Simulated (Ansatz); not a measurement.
Consider the isomerisation: `CC[C@@H]1CCC[C@H]1C` → `CC1(C)CCCCC1`.

Computed with Ansatz on PBE0-D4/def2-TZVP structures; ΔE is electronic, products minus reactants. CCSD(T)/CBS adds triple-zeta CCSD(T) − MP2 to the extrapolated MP2 energy (def2 sets, frozen cores). Functionals use def2-TZVPP. B3LYP here is the variant with VWN-RPA as its local correlation; programs differ in this. HSE06 is defined as in plane-wave codes. Each species was taken in one conformer, which may not be the lowest.

`CC[C@@H]1CCC[C@H]1C`:

Z-matrix (Å, degrees):
```
C
C 1 1.520
H 1 1.093 2 111.5
H 1 1.092 2 111.4 3 120.2
H 1 1.094 2 111.0 3 -119.8
C 2 1.518 1 113.6 3 61.4
H 2 1.095 1 109.1 3 -176.2
H 2 1.098 1 109.7 3 -60.3
C 6 1.531 2 114.9 1 178.0
C 6 1.534 2 114.3 1 -62.6
H 6 1.101 2 108.3 1 58.5
C 9 1.525 6 102.5 2 166.1
C 9 1.515 6 115.0 2 -69.5
H 9 1.100 6 107.5 2 52.0
C 10 1.543 6 106.1 2 -153.4
H 10 1.092 6 112.3 2 83.4
H 10 1.095 6 109.1 2 -34.4
H 12 1.093 9 113.0 6 -162.3
H 12 1.096 9 108.5 6 79.3
H 13 1.093 9 111.3 6 -177.6
H 13 1.093 9 112.0 6 62.2
H 13 1.095 9 110.5 6 -58.0
H 15 1.093 10 110.4 6 123.6
H 15 1.092 10 112.1 6 -117.8
```

`CC1(C)CCCCC1`:

```xyz
24

C     1.553    0.374   -0.975
C     0.203   -0.311   -0.768
C    -0.094   -1.172   -1.990
C    -0.912    0.730   -0.606
C    -0.828    1.519    0.694
C    -0.802    0.590    1.899
C     0.325   -0.427    1.785
C     0.234   -1.203    0.479
H     2.344   -0.370   -1.104
H     1.834    1.011   -0.136
H     1.533    0.999   -1.872
H    -1.055   -1.683   -1.885
H     0.679   -1.934   -2.130
H    -0.133   -0.564   -2.899
H    -0.902    1.409   -1.466
H    -1.876    0.206   -0.637
H    -1.677    2.206    0.763
H     0.071    2.145    0.696
H    -1.760    0.057    1.962
H    -0.705    1.166    2.824
H     0.296   -1.122    2.630
H     1.289    0.089    1.849
H    -0.684   -1.805    0.492
H     1.066   -1.912    0.397
```

```
             level  ΔE (kJ/mol)  difference from CCSD(T)/CBS
       LDA (SPW92)        -29.1                         -4.2
           BLYP-D4        -22.2                          2.7
         r2SCAN-D4        -23.9                          1.0
           ωB97X-V        -22.9                          2.0
          PBE-QIDH        -23.4                          1.5
              PBE0        -17.4                          7.5
             B3LYP        -14.2                         10.7
           r2SCANh        -22.6                          2.3
             HSE06        -17.2                          7.7
           LC-ωPBE        -18.9                          6.0
RPA@PBE/def2-TZVPP        -23.8                          1.1
      MP2/def2-SVP        -29.8                         -4.9
     CCSD/def2-SVP        -26.3                         -1.4
    MP2/def2-TZVPP        -27.7                         -2.8
   CCSD/def2-TZVPP        -23.6                          1.3
SCS-MP2/def2-QZVPP        -24.3                          0.6
       CCSD(T)/CBS        -24.9                            0
```

Largest T1 diagnostic among the species: 0.009.

Leaving LDA and LC-ωPBE aside and taking each functional with its dispersion term where it has one, the values, not all of them listed here, spread over 4.7 kJ/mol, from B97M-V to B2PLYP. LDA lies −13.8 kJ/mol from PBE without D4. The D4 term adds −8.2 kJ/mol with B3LYP and −4.3 kJ/mol with PBE0; it sums over pairs of atoms, weighted by their polarisabilities, and B3LYP, whose exchange is more repulsive, gets the larger term.
